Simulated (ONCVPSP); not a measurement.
**What one change does to a pseudopotential (Mn (Z = 25), ONCV)**

| Quantity | Value |
| --- | --- |
| Element | manganese (Mn) |
| Generator | ONCVPSP 4.0.1 |
| Type | optimised norm-conserving Vanderbilt (ONCV) |
| Functional | PBE |
| Relativity | scalar-relativistic |
| Frozen core | [Ne] 3s2 |
| Valence charge | 13 |
| Reference configuration | 3p6 3d5 4s2 |
| Partial waves | 4s: rc 2.45 bohr, ncon 3, nbas 8, qcut 2.1 1/bohr, 1 projector; 3p: rc 1.35 bohr, ncon 4, nbas 7, qcut 8.5 1/bohr, 3 projectors, debl 2.7 Ha; 3d: rc 1.25 bohr, ncon 4, nbas 9, qcut 15 1/bohr, 2 projectors, debl 3.7 Ha; f scattering state at 0.35 Ha: rc 2.35 bohr, ncon 5, nbas 9, qcut 5 1/bohr, 2 projectors, debl 2.6 Ha |
| Local potential | polynomial inside 0.80 bohr (lpopt 2, dvloc0 -1 Ha) |
| Core correction | polynomial model core, fcfact 0.45 |

Change: p: rc 0.94.

Cutoffs: the cutoffs (Ha) at which the residual kinetic energy of the hardest occupied pseudo-wave falls to 1 and 0.1 mHa per electron; they do not see the model core or the augmentation charge, which bear on the density cutoff. Errors are all-electron minus pseudo energies relative to the spin-unpolarised reference configuration.

Predict the effect on cutoff, ghosts and configuration errors.

The potential gets harder (71 Ha and 82 Ha → 71 Ha and 145 Ha); both files keep a bound ghost (s); the errors of the 3 common tests hardly move. A smaller radius makes the pseudo-wave follow the all-electron one further in, where it bends more sharply, so more plane waves are needed.

```csv
quantity,base,changed
"cutoff, loose",71 Ha,71 Ha
"cutoff, tight",82 Ha,145 Ha
loose cutoff by channel,"s 7.0 Ha, p 28 Ha, d 71 Ha","s 7.0 Ha, p 30 Ha, d 71 Ha"
bound ghosts,s,s
GHOST(+) flags under 300 eV,f at 1.5 eV,f at 1.5 eV
tests with a reliable result,3 of 4,3 of 4
"error for 3p6 3d5 4s1, meV [ΔE 8.42 eV]",-2.2,-2.3
"error for 3p6 3d5 4s0, meV [ΔE 24.02 eV]",-45,-45
"error for 3p6 3d4 4s0, meV [ΔE 56.53 eV]",-101,-101
s: phases at 2.49 bohr within 0.05 rad from the reference energy up to (Ha; the scan ends near 5),0.8,0.8
d: phases at 1.27 bohr within 0.05 rad from the reference energy up to (Ha; the scan ends near 5),to the end of the scan,to the end of the scan
f: phases at 2.38 bohr within 0.05 rad from the reference energy up to (Ha; the scan ends near 5),3.9,3.9
"rms error of d²Exc/dni dnj with the model core, mHa",0.95,0.94
```

 A true bound ghost makes a file unfit for plane-wave use even where its test errors are small: the radial tests pick states by their node count and pass the ghost by.
